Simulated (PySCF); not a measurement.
C₃H₄ClFSi. Atoms are numbered in the order given.

```xyz
10

C      2.3979    -0.0549    -1.6062
C      1.4672     0.1150    -0.8224
Si     0.0579     0.3715     0.3147
Cl     0.0690    -1.0926     1.7999
C     -1.5851     0.1937    -0.6307
F     -1.6621     1.2072    -1.5834
H      3.2197    -0.2035    -2.2953
H      0.1639     1.7192     0.9551
H     -1.6420    -0.8000    -1.1297
H     -2.4464     0.2690     0.0719
```

Coordinates come from a PBE-D3(BJ)/def2-SVP optimisation. The structure was generated by enumeration; whether it is a known compound was not checked. Other conformers were not sampled.

Method: PBE/pcSseg-1 run with PySCF.

GIAO shieldings, no solvent; atoms listed in one row are averaged. δ = σ(ref) − σ: ¹³C against TMS (σ = 182.0 ppm); ²⁹Si against TMS (σ = 335.4 ppm); ³⁵Cl against HCl (σ = 936.5 ppm); ¹⁹F against CFCl3 (σ = 133.6 ppm); ¹H against TMS (σ = 31.49 ppm), references at their B3LYP-D3(BJ)/def2-TZVP geometries, non-relativistic (without spin–orbit terms, shifts of atoms bonded to Cl or Br come out too high).

```csv
nucleus,atoms,count,δ (ppm)
¹³C,C1,1,106.6
¹³C,C2,1,87.2
¹³C,C5,1,85.7
²⁹Si,Si3,1,-28.5
³⁵Cl,Cl4,1,-1.0
¹⁹F,F6,1,-313.4
¹H,H8,1,5.78
¹H,H9,1,5.24
¹H,H10,1,5.15
¹H,H7,1,3.07
```
